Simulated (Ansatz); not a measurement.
Molecule: C5H11O, charge 0, multiplicity 2. It need not be the lowest isomer of its formula. 
Structure (B3LYP-D3(BJ)/def2-TZVP (Ansatz, an electronic-structure program) minimum search):
SMILES: [CH2][C@H](O)CCC
```xyz
17

C     -2.6721    -0.6243    -0.3515
C     -1.4561     0.0546     0.2723
C     -0.1870    -0.1534    -0.5516
C      1.0518     0.5132     0.0592
C      2.2558     0.3732    -0.7955
O      1.2539    -0.0978     1.3422
H     -2.5196    -1.7031    -0.4338
H     -3.5695    -0.4610     0.2481
H     -2.8686    -0.2414    -1.3563
H     -1.2916    -0.3264     1.2813
H     -1.6453     1.1286     0.3728
H     -0.3294     0.2458    -1.5600
H      0.0225    -1.2221    -0.6574
H      0.8251     1.5811     0.1956
H      2.5144     1.1286    -1.5246
H      2.7944    -0.5658    -0.8024
H      2.0817     0.2385     1.7025
```
Charge 0, spin multiplicity 2.

Basis-set convergence of Hartree-Fock and CCSD(T) correlation energies (hartree) with Ansatz. Valence correlation only, unless marked. UHF or UKS for open shells. Spin-orbit coupling is left out. Non-relativistic.

```csv
basis,functions,E(HF),"E(corr, CCSD(T))"
cc-pVDZ,139,-270.57712,-0.98004
cc-pVTZ,334,[?],[?]
```

Question: Complete the blanks.

Answer: 
- cc-pVTZ, E(HF): -270.65666
- cc-pVTZ, E(corr, CCSD(T)): -1.19105
